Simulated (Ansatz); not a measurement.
The cluster Mg2Te. Total charge 0; singlet. Geometry B3LYP-D4/def2-TZVP, that of the neutral singlet.

```xyz
3

Mg   -0.781   -0.271    1.343
Mg    1.015    1.198   -0.150
Te   -0.234   -0.927   -1.193
```

In the def2 sets Te takes a core potential; there is no spin–orbit coupling. At PBE-D4/def2-TZVP, r2SCAN-D4/def2-TZVP, PBE0-D4/def2-TZVP the unrestricted singlet has broken spin symmetry (⟨S²⟩ up to 0.65). At PBE0-D4/def2-TZVP a triplet of charge 0 lies 0.09 eV below the unrestricted singlet, which stands at the restricted singlet's geometry. The structure comes from a short search, and lower isomers may exist.

Estimate the orbital energies around the gap (eV) in Ansatz with PBE-D4/def2-TZVP, r2SCAN-D4/def2-TZVP, PBE0-D4/def2-TZVP.


```json
{"orbital": "HOMO−5", "PBE-D4/def2-TZVP": "-39.41", "r2SCAN-D4/def2-TZVP": "-40.30", "PBE0-D4/def2-TZVP": "-42.55"}
{"orbital": "HOMO−4", "PBE-D4/def2-TZVP": "-14.13", "r2SCAN-D4/def2-TZVP": "-14.62", "PBE0-D4/def2-TZVP": "-15.80"}
{"orbital": "HOMO−3", "PBE-D4/def2-TZVP": "-7.08", "r2SCAN-D4/def2-TZVP": "-7.33", "PBE0-D4/def2-TZVP": "-8.10"}
{"orbital": "HOMO−2", "PBE-D4/def2-TZVP": "-6.05", "r2SCAN-D4/def2-TZVP": "-6.19", "PBE0-D4/def2-TZVP": "-6.86"}
{"orbital": "HOMO−1", "PBE-D4/def2-TZVP": "-5.06", "r2SCAN-D4/def2-TZVP": "-5.28", "PBE0-D4/def2-TZVP": "-5.94"}
{"orbital": "HOMO", "PBE-D4/def2-TZVP": "-4.38", "r2SCAN-D4/def2-TZVP": "-4.63", "PBE0-D4/def2-TZVP": "-5.14"}
{"orbital": "LUMO", "PBE-D4/def2-TZVP": "-3.42", "r2SCAN-D4/def2-TZVP": "-3.08", "PBE0-D4/def2-TZVP": "-2.80"}
{"orbital": "LUMO+1", "PBE-D4/def2-TZVP": "-2.22", "r2SCAN-D4/def2-TZVP": "-2.01", "PBE0-D4/def2-TZVP": "-1.61"}
{"orbital": "LUMO+2", "PBE-D4/def2-TZVP": "-1.85", "r2SCAN-D4/def2-TZVP": "-1.79", "PBE0-D4/def2-TZVP": "-1.29"}
{"orbital": "LUMO+3", "PBE-D4/def2-TZVP": "-0.75", "r2SCAN-D4/def2-TZVP": "-0.35", "PBE0-D4/def2-TZVP": "-0.11"}
{"orbital": "LUMO+4", "PBE-D4/def2-TZVP": "-0.22", "r2SCAN-D4/def2-TZVP": "0.07", "PBE0-D4/def2-TZVP": "0.38"}
{"orbital": "LUMO+5", "PBE-D4/def2-TZVP": "0.29", "r2SCAN-D4/def2-TZVP": "0.86", "PBE0-D4/def2-TZVP": "0.99"}
{"orbital": "β HOMO", "PBE-D4/def2-TZVP": "-4.38", "r2SCAN-D4/def2-TZVP": "-4.63", "PBE0-D4/def2-TZVP": "-5.14"}
{"orbital": "β LUMO", "PBE-D4/def2-TZVP": "-3.42", "r2SCAN-D4/def2-TZVP": "-3.08", "PBE0-D4/def2-TZVP": "-2.80"}
```
